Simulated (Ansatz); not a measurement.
`F[Si]O[SiH3]` + HBr → `[SiH3]O[Si]Br` + H–F at 600 K and 1 bar (ligand exchange at the Si–F bond).

Gas-phase electronic energies from Ansatz, PBE0-D4/def2-TZVP geometries. CBS: MP2 limit from def2 TZ/QZ plus the TZ coupled-cluster correction, frozen cores. This one scheme is used for every species. For Br outer-core shells are correlated without core-valence functions, which leaves a few kJ/mol of doubt a bond. Scalar relativity is left out up to krypton. Each species was taken in one conformer, which may not be the lowest.

```json
{"species": "`F[Si]O[SiH3]`", "CCSD(T)/CBS energy (Eh)": "-755.04483", "H − E (kJ/mol)": "134.2", "S (J/(mol·K))": "412.7"}
{"species": "HBr", "CCSD(T)/CBS energy (Eh)": "-2573.91920", "H − E (kJ/mol)": "33.5", "S (J/(mol·K))": "219.1"}
{"species": "`[SiH3]O[Si]Br`", "CCSD(T)/CBS energy (Eh)": "-3228.55316", "H − E (kJ/mol)": "132.9", "S (J/(mol·K))": "425.8"}
{"species": "H–F", "CCSD(T)/CBS energy (Eh)": "-100.39570", "H − E (kJ/mol)": "42.3", "S (J/(mol·K))": "194.0"}
```

H − E and S are ideal-gas, rigid-rotor, harmonic terms from PBE0-D4/def2-TZVP, for one conformer and one mirror image of each species. 1 Eh = 2625.50 kJ/mol, R = 8.31446 J/(mol·K).

Question: By hand: ΔE, ΔH, ΔS and ΔG.

Answer: ΔE = (-3228.55316) + (-100.39570) − (-755.04483) − (-2573.91920) = 0.01517 Eh = 39.8 kJ/mol. Δ(H − E) = 132.9 + 42.3 − 134.2 − 33.5 = 7.5, so ΔH = 47.3 kJ/mol. ΔS = 425.8 + 194.0 − 412.7 − 219.1 = -12.0 J/(mol·K). ΔG = 47.3 − 600 × (-12.0)/1000 = 54.5 kJ/mol.

Question: By hand: the equilibrium constant, and the temperature at which ΔG would vanish if ΔH and ΔS stayed fixed.

Answer: log₁₀ K = −ΔG/(RT ln 10) = -4.7. ΔH and −TΔS have one sign here, so there is no such temperature.

The number of gas molecules stays the same, so ΔS is small and ΔH decides. A doubt of 5 kJ/mol in ΔE shifts log₁₀ K by 0.4 here. Other conformers and mirror images would add mixing entropy, several J/(mol·K) or more a flexible species. Modes under 60 cm⁻¹, often nearly free rotors, make the harmonic entropy too high. These are equilibria of isolated gas molecules and say nothing of rates. Largest T1 diagnostic: 0.014 (customary marks: 0.02 for closed shells, 0.045 for open ones).

ΔS is within the doubt of such terms, so its sign, and with it that verdict, could turn.
